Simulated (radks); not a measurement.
Results of a calculation; reference values are marked as such.
Q: Coherent X-ray form factor from a spherical all-electron density. Level of theory: scalar-relativistic Kohn-Sham, r2SCAN, spin-polarised, spherical densities, finite nucleus; meta-GGA in the generalised Kohn-Sham scheme; Fermi nuclear charge, rms radius of each element as measured or else 0.836 A^(1/3) + 0.57 fm (a radial shooting solver on a logarithmic mesh with Libxc functionals).

sin(theta)/lambda (1/angstrom),f0 (electrons)
0.05,73.811
0.1,70.839
0.15,67.136
0.2,63.349
0.25,59.693
0.3,56.218
0.4,49.863
0.5,44.347
0.6,39.610
0.8,31.954
1,26.128
1.25,20.978
1.5,17.702
2,13.995

The species is in the configuration that NIST lists as its ground one. Which atom or ion scatters so?

A: Neutral rhenium, [Xe] 4f14 5d5 6s2. Extrapolating in s^2 from the first two rows gives f0(0) = 74.8, near the electron count 75; among species with that count, the fall with angle is slower the higher Z, and the table is that of Z = 75; from so few rows the species is fixed only to a neighbour or two.
